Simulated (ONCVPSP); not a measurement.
boron: excitation energies, all-electron against ONCV

B, optimised norm-conserving Vanderbilt (ONCV), made with ONCVPSP 4.0.1 (PBEsol, scalar-relativistic). Core [He], reference 2s2 2p1. Waves: 2s: rc 1.10 bohr, ncon 3, nbas 7, qcut 7.4 1/bohr, 2 projectors, debl 1.4 Ha; 2p: rc 2.05 bohr, ncon 5, nbas 9, qcut 3.6 1/bohr, 3 projectors, debl 3.5 Ha. Local part: polynomial inside 0.90 bohr (lpopt 3, dvloc0 0 Ha). Core correction: Teter function, fcfact 4, rcfact 1.15.

Energies are relative to the spin-unpolarised reference configuration 2s2 2p1; without spin polarisation the order of configurations can differ from experiment.

Task: Give the all-electron excitation energy and the error of the potential for: 2s2 2p0; 2s1 2p0; 2s2 2p0.5; 2s1 2p1.

Result:

```
valence configuration  charge  ΔE all-electron (eV)  error AE − PS (meV)
              2s2 2p0      +1                 8.139                  +32
              2s1 2p0      +2                33.401                 +133
            2s2 2p0.5    +0.5                 2.855                 +4.4
              2s1 2p1      +1                14.264                  -10
```
